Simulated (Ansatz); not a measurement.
Geometry optimisation, RKS revPBE-D4/def2-SVP (Ansatz).

Input:

```yaml
crystal:
  periodic: [false, false, false]
  atoms:
    - { symbol: B, position_ang: [0.2324, 0.6446, -1.1893] }
    - { symbol: C, position_ang: [0.4367, -0.123, 0.1383] }
    - { symbol: F, position_ang: [1.6947, -0.4543, 0.4985] }
    - { symbol: C, position_ang: [-0.4443, -1.0784, 0.4441] }
    - { symbol: C, position_ang: [-0.4241, 0.1432, 1.1845] }
    - { symbol: H, position_ang: [-0.248, 1.8049, -1.163] }
    - { symbol: H, position_ang: [0.5524, 0.2363, -2.2321] }
    - { symbol: H, position_ang: [-0.9445, -2.0349, 0.2594] }
    - { symbol: H, position_ang: [-0.7668, 0.8153, 2.0426] }
basis:
  gaussian: { orbitals: def2-SVP }
hamiltonian:
  xc: revpbe
  dispersion: d4
relax:
  f_tol: 0.015
  max_steps: 40
```

Launched with:

```bash
$ ansatz run input.yaml --threads 1 --pin off --max-ram 2048MiB --backend cpu --events-out ev --progress --plain --runs-dir out
```

Q: Where does it end, and by what steps?

A: It converged. The force dipped under the threshold on the way, but the program's further checks kept it going. After 23 steps the energy has fallen by 1.635 eV; H7 moved furthest, 0.99 Å.

```csv
step,energy less start (eV),largest force component (eV/Å),accepted
0,0.0000,5.705,yes
1,-1.1202,2.245,yes
2,-1.3565,1.126,yes
3,-1.4827,0.505,yes
4,-1.5580,0.449,yes
5,-1.6017,0.329,yes
6,-1.6085,0.266,yes
7,-1.5999,0.363,no
8,-1.6207,0.092,yes
9,-1.6230,0.091,yes
10,-1.6220,0.172,no
11,-1.6251,0.100,yes
12,-1.6283,0.048,yes
13,-1.6295,0.168,yes
14,-1.5931,1.658,no
15,-1.6327,0.128,yes
16,-1.6326,0.100,no
17,-1.6328,0.112,yes
18,-1.6342,0.016,yes
19,-1.6345,0.005,yes
20,-1.6347,0.042,yes
21,-1.6348,0.020,yes
22,-1.6348,0.030,yes
23,-1.6348,0.004,yes
```

```xyz
9
Properties=species:S:1:pos:R:3
B 0.319 0.707 -1.260
C 0.435 -0.149 0.023
F 1.700 -0.706 0.283
C -0.722 -0.960 0.590
C -0.394 0.102 1.274
H -0.760 1.207 -1.516
H 1.268 0.878 -1.998
H -1.288 -1.885 0.441
H -0.471 0.758 2.146
```

Whether the end is a true minimum wasn't checked by a vibrational analysis.

The run took 45 s on 1 CPU thread of a shared host.
